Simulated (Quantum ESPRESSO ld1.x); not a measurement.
All-electron atom: Gd in [Xe] 4f7 5d1 6s1.5 6d0.5 (fractional occupations, a model configuration). All-electron calculation, Dirac Kohn-Sham, PBE, spin-unpolarised, spherical densities, point nucleus; open shells fill j = l - 1/2 first. Program: ld1.x of Quantum ESPRESSO 7.5.

Spin-orbit splittings of the eigenvalues, e(l+1/2) - e(l-1/2), with zeta = 2 splitting/(2l+1) and mean radii in bohr:

2p: occ. 6; splitting (eV) 695.9; zeta (eV) 463.9; <r> j=l-1/2 0.07746; <r> j=l+1/2 0.08430
3p: occ. 6; splitting (eV) 142.7; zeta (eV) 95.16; <r> j=l-1/2 0.2336; <r> j=l+1/2 0.2467
3d: occ. 10; splitting (eV) 31.10; zeta (eV) 12.44; <r> j=l-1/2 0.2188; <r> j=l+1/2 0.2228
4p: occ. 6; splitting (eV) 31.75; zeta (eV) 21.17; <r> j=l-1/2 0.5648; <r> j=l+1/2 0.5943
4d: occ. 10; splitting (eV) 5.739; zeta (eV) 2.296; <r> j=l-1/2 0.6302; <r> j=l+1/2 0.6406
4f: occ. 7; splitting (eV) 0.7521; zeta (eV) 0.2149; <r> j=l-1/2 0.8617; <r> j=l+1/2 0.8747
5p: occ. 6; splitting (eV) 4.339; zeta (eV) 2.892; <r> j=l-1/2 1.497; <r> j=l+1/2 1.592
5d: occ. 1; splitting (eV) 0.2865; zeta (eV) 0.1146; <r> j=l-1/2 2.657; <r> j=l+1/2 2.740
6d: occ. 0.5; splitting (eV) 0.004773; zeta (eV) 0.001909; <r> j=l-1/2 15.07; <r> j=l+1/2 15.20
